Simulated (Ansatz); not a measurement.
Diphenyliodonium chloride, `[Cl-].c1ccc([I+]c2ccccc2)cc1` was relaxed with r2SCAN-D4 (def2-SVP) in Ansatz in these states: charge -1 doublet, neutral singlet. The geometries follow in no particular order.

In the def2 sets I takes a core potential; there is no spin–orbit coupling.

A:

```
atom   x (Å)   y (Å)   z (Å)
 Cl1   0.879   1.936   0.565
  C2  -2.277   2.176  -3.761
  C3  -2.880   1.069  -3.160
  C4  -2.207   0.361  -2.153
  C5  -0.938   0.797  -1.785
  I6   0.095  -0.586  -0.389
  C7   0.990  -1.114   1.579
  C8   0.361  -2.198   2.180
  C9   0.935  -2.731   3.343
 C10   2.103  -2.171   3.867
 C11   2.705  -1.077   3.236
 C12   2.143  -0.525   2.078
 C13  -0.315   1.901  -2.352
 C14  -1.000   2.587  -3.361
 H15  -2.807   2.729  -4.541
 H16  -3.884   0.753  -3.460
 H17  -2.676  -0.504  -1.675
 H18  -0.558  -2.629   1.768
 H19   0.454  -3.579   3.841
 H20   2.544  -2.585   4.778
 H21   3.620  -0.639   3.646
 H22   2.571   0.352   1.585
 H23   0.666   2.225  -1.995
 H24  -0.527   3.453  -3.833
```

B:

Cartesian coordinates in Å:
```
Cl -2.392 -1.332 -1.157
C -1.575 -1.348 4.598
C -0.366 -0.644 4.652
C 0.236 -0.194 3.467
C -0.389 -0.462 2.251
I 0.566 0.272 0.262
C 0.981 0.749 -1.976
C 2.130 1.448 -2.341
C 2.351 1.727 -3.699
C 1.425 1.303 -4.659
C 0.279 0.602 -4.264
C 0.047 0.317 -2.911
C -1.589 -1.158 2.170
C -2.181 -1.603 3.361
H -2.045 -1.699 5.524
H 0.111 -0.443 5.618
H 1.182 0.358 3.504
H 2.852 1.779 -1.585
H 3.250 2.276 -4.004
H 1.599 1.521 -5.719
H -0.445 0.270 -5.017
H -0.849 -0.238 -2.573
H -2.049 -1.345 1.180
H -3.128 -2.154 3.320
```

Problem. Judge from the bond lengths which geometry belongs to which state (an estimate).

Solution. A is the neutral singlet (Cl1–I6 2.808 Å, C5–I6 2.220 Å, I6–C7 2.225 Å); B is the charge -1 doublet (Cl1–I6 3.652 Å, C5–I6 2.325 Å, I6–C7 2.326 Å).

The charge -1 doublet has come apart into loosely held pieces.
